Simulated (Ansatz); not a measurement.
`[OH][Hf]([OH])([OH])[I]` and `[OH][Hf]([OH])([F])[I]` differ in one atom or group.

Ansatz, PBE0-D4/def2-TZVP geometries, multiplicity 1. Each molecule was computed in one conformer, which needn't be the lowest.

Elements past krypton have def2 core potentials.

```csv
property,`[OH][Hf]([OH])([OH])[I]`
size of the dipole moment (B3LYP/def2-TZVPP) / D,3.98
LUMO energy (PBE/def2-TZVPP) / eV,-0.94
HOMO energy (ωB97M-V/def2-TZVPP) / eV,-9.36
LUMO energy (ωB97M-V/def2-TZVPP) / eV,0.93
"ideal-gas entropy at 298 K and 1 bar (rigid rotor, harmonic PBE0-D4/def2-TZVP) / J/(mol·K)",419
HOMO–LUMO gap (PBE/def2-TZVPP) / eV,5.18
```

(1) What does the change do to each property? (Best estimate.)

## Answers

(1) Computed: 
```tsv
property	`[OH][Hf]([OH])([F])[I]`	shift
size of the dipole moment (B3LYP/def2-TZVPP) / D	3.77	-0.21
LUMO energy (PBE/def2-TZVPP) / eV	-1.35	-0.41
HOMO energy (ωB97M-V/def2-TZVPP) / eV	-9.69	-0.33
LUMO energy (ωB97M-V/def2-TZVPP) / eV	0.80	-0.13
ideal-gas entropy at 298 K and 1 bar (rigid rotor, harmonic PBE0-D4/def2-TZVP) / J/(mol·K)	413	-6
HOMO–LUMO gap (PBE/def2-TZVPP) / eV	5.10	-0.08
```

With PBE0 the HOMO falls by 0.33 eV and the LUMO falls by 0.28 eV, so the gap widens by about 0.05 eV. PBE moves the HOMO by -0.32 eV and ωB97M-V by -0.33 eV. The zero-point energy changes by -27.1 kJ/mol with -3 modes. Dipoles are sizes alone; their direction can turn.

B3LYP here is the variant with VWN-RPA as its local correlation; programs differ in this.

Spin–orbit coupling is left out; it splits and shifts lone-pair levels of the heavy atoms by tenths of an eV.
